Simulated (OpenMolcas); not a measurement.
An atom or ion with 24 electrons was computed by SS-RASPT2, IPEA 0.25 Eh, imaginary shift 0.1 Eh with spin-orbit coupling (OpenMolcas, ANO-RCC-VTZP, DKH2). The lowest levels that the run gave, each within 12 % of the measured value where one is at hand:

| J | Parity | E (cm-1) | g |
| --- | --- | --- | --- |
| 4 | even | 0.0 | 1.500 |
| 3 | even | 862 | 1.501 |
| 2 | even | 1448 | 1.501 |
| 1 | even | 1821 | 1.501 |
| 0 | even | 2000 |  |
| 2 | even | 26870 | 1.499 |
| 6 | even | 27460 | 1.166 |
| 5 | even | 27860 | 1.038 |
| 4 | even | 28100 | 0.826 |
| 1 | even | 29420 | 1.499 |
| 4 | even | 29680 | 1.218 |
| 3 | even | 30150 | 1.070 |

Task: Which ion is it, and what are the configurations and terms?

Result: Ni4+ (Z = 28, charge +4; active space 12 electrons in 8 orbitals (RAS1 3p, at most 2 holes; RAS2 3d)). J, parity and g give the terms where levels are pure, and mixed ones are named by the computed weights; the size of the splittings, set against known spectra of the 24-electron sequence, gives the charge. In order, with the measured energies in cm-1 (Corliss and Sugar, J. Phys. Chem. Ref. Data 10, 197 (1981)): 3d6 5D4, 3d6 5D3 (890), 3d6 5D2 (1490), 3d6 5D1 (1872), 3d6 5D0 (2058), 3d6 3P2(1) (26153), 3d6 3H6 (27111), 3d6 3H5 (27578), 3d6 3H4 (27859), 3d6 3P1(1) (28698), 3d6 3F4(1) (29124), 3d6 3F3(1) (29571).

Term energies are means over components that CASPT2 splits; among the terms shown or strongly mixed into the levels shown the widest spread is 43 cm-1 (3d6 3F(1)). Active for correlation alone: 3p; no level in the range computed is led by a configuration that opens it, so any true level of that kind is missing. Measured partners are found by configuration, term and J. A level has none where our copy of the source lacks it or the pairing is in doubt (some pairs that miss far off the trend of their configuration count as doubtful), and it then counts in no deviation. Only configurations of the active space appear.

A number in round brackets counts repeated terms of one configuration in the order of the reference energies.
